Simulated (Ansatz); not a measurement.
Basis-set series for C3H5AlS (`C=[C]1[S][Al]1[CH3]`). Total charge 0; spin multiplicity 1. Geometry: relaxed with PBE0-D4/def2-TZVP.

| functional | basis | functions | energy (Eh) | HOMO (eV) | LUMO (eV) |
| --- | --- | --- | --- | --- | --- |
| PBE0-D4 | def2-SVP | 103 | -757.25579 | -6.11 | -1.01 |
| PBE0-D4 | def2-TZVPP | 247 | -757.60948 | -6.20 | -1.13 |
| ωB97M-V | def2-SVP | 103 | -757.54712 | -8.14 | 0.77 |
| ωB97M-V | def2-TZVPP | 247 | -757.90580 | -8.26 | 0.59 |

Q: Give the rows for def2-QZVPP. (An estimate is asked.)

A: Computed: 
| functional | basis | functions | energy (Eh) | HOMO (eV) | LUMO (eV) |
| --- | --- | --- | --- | --- | --- |
| PBE0-D4 | def2-QZVPP | 461 | -757.63508 | -6.23 | -1.17 |
| ωB97M-V | def2-QZVPP | 461 | -757.93029 | -8.29 | 0.40 |

Positive LUMOs are unbound and depend on the basis.
